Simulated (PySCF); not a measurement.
**Ga²⁺: ionisation energy**

Ga²⁺ [Ar] 3d10 4s1 (2S) → Ga³⁺ [Ar] 3d10 (1S), as a difference of total energies. Calculation: PySCF 2.14, in x2c-TZVPPall (6s5p4d1f, 48 functions); the spin-free X2C one-electron Hamiltonian (Gaussian nucleus). Correlated levels: valence and next inner shell: [Ne] frozen. The calculations carry no spin-orbit coupling.

Order these methods by the ionisation energy they give, lowest first.
A. MP2 (valence and next inner shell)
B. CCSD (valence and next inner shell)
C. CCSD(T) (valence and next inner shell)
D. UHF

D (29.626 eV), B (30.114 eV), C (30.144 eV), A (30.172 eV).

Errors of the correlated levels include the incompleteness of this basis and the frozen core.

For comparison: 30.726 eV (measured; NIST Atomic Spectra Database, ionization energies).
